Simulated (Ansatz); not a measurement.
C2H7B, SMILES `BCC` (charge 0, multiplicity 1).

Cartesian coordinates (Å):
```xyz
10

B      1.4397     0.0262     0.2823
C      0.0995    -0.3730    -0.3939
C     -1.1860     0.2928     0.1021
H      2.4626    -0.4545    -0.1054
H      1.4856     0.7994     1.1931
H      0.2211    -0.2318    -1.4784
H      0.0277    -1.4693    -0.3067
H     -1.3388     0.1051     1.1668
H     -2.0685    -0.0706    -0.4286
H     -1.1428     1.3757    -0.0312
```
Charge 0, spin multiplicity 1.

Frozen-core energies in 6-31g from Ansatz (a first-principles code) at a geometry from B3LYP-D3(BJ)/def2-TZVP; the HF reference has <S^2> = 0.00 and the T1 diagnostic is 0.006.

```json
[
 {"level": "HF", "energy (Ha)": "-104.43136", "difference from CCSDT(Q) (mHa)": "281.10"},
 {"level": "MP2", "energy (Ha)": "-104.66540", "difference from CCSDT(Q) (mHa)": "47.06"},
 {"level": "CCSD", "energy (Ha)": "-104.70589", "difference from CCSDT(Q) (mHa)": "6.57"},
 {"level": "CCSD(T)", "energy (Ha)": "-104.71155", "difference from CCSDT(Q) (mHa)": "0.91"},
 {"level": "CCSDT", "energy (Ha)": "-104.71221", "difference from CCSDT(Q) (mHa)": "0.26"},
 {"level": "CCSDT(Q)", "energy (Ha)": "-104.71246", "difference from CCSDT(Q) (mHa)": "0.00"}
]
```
